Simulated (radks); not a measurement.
Question: Coherent X-ray form factor from a spherical all-electron density. Method: Dirac Kohn-Sham, PBE, spin-unpolarised, spherical densities, finite nucleus; Fermi nuclear charge, rms radius of each element as measured or else 0.836 A^(1/3) + 0.57 fm; computed with a radial shooting solver on a logarithmic mesh with Libxc functionals.

| sin(theta)/lambda (1/angstrom) | f0 (electrons) |
|---|---|
| 0.05 | 11.875 |
| 0.1 | 11.520 |
| 0.15 | 10.996 |
| 0.2 | 10.376 |
| 0.25 | 9.728 |
| 0.3 | 9.102 |
| 0.4 | 7.993 |
| 0.5 | 7.059 |
| 0.6 | 6.226 |
| 0.8 | 4.736 |
| 1 | 3.535 |
| 1.25 | 2.517 |
| 1.5 | 1.929 |
| 2 | 1.411 |

The species is in the configuration that NIST lists as its ground one. Which atom or ion scatters so?

Answer: The sulfur ion S4+, [Ne] 3s2. Extrapolating in s^2 from the first two rows gives f0(0) = 12.0, near the electron count 12; among species with that count, the fall with angle is slower the higher Z, and the table is that of Z = 16; from so few rows the species is fixed only to a neighbour or two.
